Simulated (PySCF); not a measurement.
C+ (carbon, charge +1): TPSSh calculation

Configuration: [He] 2s2 2p1, 2P determinant. Computed with PySCF 2.14 in aug-cc-pwCVQZ, with no relativity, point nucleus.

```json
{"Total energy": "-37.4424 hartree", "One-electron energy": "-47.5980 hartree", "Hartree (Coulomb) energy": "15.0464 hartree", "Exchange-correlation energy": "-4.8908 hartree", "Kinetic energy": "37.33784 hartree", "⟨S²⟩": "0.7533", "⟨L²⟩": "2.009", "Sum of ⟨r⟩": "4.941 bohr", "Sum of ⟨r²⟩": "7.994 bohr²", "Traceless quadrupole moment −½Σ⟨3z² − r²⟩ along its main axis": "-1.05 e·bohr²", "Density at the nucleus (Gaussians lack the cusp)": "127 bohr⁻³", "Spin density at the nucleus": "0.0226 bohr⁻³", "Langevin diamagnetic susceptibility": "-6.33 ×10⁻⁶ cm³/mol"}
```

| shell | electrons | mean orbital energy (hartree) | rms radius, mean of both spins (bohr) |
| --- | --- | --- | --- |
| 1s α | 1 | -10.81151 | 0.313 |
| 1s β | 1 | -10.79128 | 0.313 |
| 2s α | 1 | -1.00457 | 1.60 |
| 2s β | 1 | -0.93547 | 1.60 |
| 2p α | 1 | -0.70269 | 1.64 |
